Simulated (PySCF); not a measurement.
An equivalent PySCF input for O⁺ (oxygen, charge +1), [He] 2s2 2p3, high-spin 4S determinant, with the spin-free X2C one-electron Hamiltonian (Gaussian nucleus):

```python
from pyscf import gto, scf, dft, mp, cc
import basis_set_exchange as bse
mol = gto.M(atom="O 0 0 0", charge=1, spin=3, symmetry="D2h",
            basis=gto.basis.parse(bse.get_basis("aug-cc-pVDZ-DK", elements=["O"], fmt="nwchem", header=False)),
            nucmod="G")
mf = dft.UKS(mol, xc="R2SCAN").sfx2c1e()
mf.irrep_nelec = {'Ag': (2, 2), 'B1u': (1, 0), 'B2u': (1, 0), 'B3u': (1, 0)}
mf.kernel()
```

It reaches the same state as the run whose output follows, with an energy that differs only through the grid. The run itself started from symmetry-adapted Hartree-Fock orbitals and held the occupation by maximum overlap, on a logarithmic radial grid, so the iterations belong to that start.

```
SCF conv_tol = 1e-09
number electrons alpha = 5  beta = 2
XC functionals = R2SCAN
    J. W. Furness, A. D. Kaplan, J. Ning, J. P. Perdew, and J. Sun.,  J. Phys. Chem. Lett. 11, 8208-8215 (2020)
    J. W. Furness, A. D. Kaplan, J. Ning, J. P. Perdew, and J. Sun.,  J. Phys. Chem. Lett. 11, 9248-9248 (2020)
    J. W. Furness, A. D. Kaplan, J. Ning, J. P. Perdew, and J. Sun.,  J. Phys. Chem. Lett. 11, 8208-8215 (2020)
    J. W. Furness, A. D. Kaplan, J. Ning, J. P. Perdew, and J. Sun.,  J. Phys. Chem. Lett. 11, 9248-9248 (2020)
cycle= 1 E= -74.5880759310741  delta_E= -0.000631  |g|= 0.00344  |ddm|= 0.078
cycle= 2 E= -74.5880810866366  delta_E= -5.16e-06  |g|= 0.00116  |ddm|= 0.0112
cycle= 3 E= -74.5880816901482  delta_E= -6.04e-07  |g|= 0.000187  |ddm|= 0.00303
cycle= 4 E= -74.5880817110745  delta_E= -2.09e-08  |g|= 7.05e-06  |ddm|= 0.000531
cycle= 5 E= -74.5880817110982  delta_E= -2.37e-11  |g|= 5.16e-07  |ddm|= 1.97e-05
converged SCF energy = -74.5880817110982  <S^2> = 3.7531694  2S+1 = 4.0015844
```
